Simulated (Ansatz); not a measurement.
Job for Ansatz (a quantum-chemistry and plane-wave program): U-CCSD(T)/cc-pVTZ on FGeH (SMILES [F][GeH]), a point of a bond scan (R = 5.665 Å). The run froze 15 orbitals, filled d shells among them.

Ansatz 0.2 input:
```yaml
crystal:
  periodic: [false, false, false]
  atoms:
    - {symbol: Ge, position_ang: [-0.11370409, -0.22690637, 0.28076938]}
    - {symbol: H, position_ang: [-0.98451576, -1.05346065, -0.79917524]}
    - {symbol: F, position_ang: [1.89389898, 3.45544806, -3.52807312]}
basis:
  gaussian:
    orbitals: cc-pVTZ
correlation: {method: ccsd_t, electrons: outside_noble_gas}
scf: {omitted_lower_state_checks: [cluster_reference]}
magnetization: {spin_polarized: true, initial_magnetization: 0}
```

Give the final energy of this run.

-2175.6532 hartree (reference determinant -2175.3393, T1 diagnostic 0.010). Its determinant has ⟨S²⟩ = 1.02, a mixture of spin states.

How many basis functions does it have, and what does it roughly cost on one machine?

87 functions; around 30 core-seconds (rough).
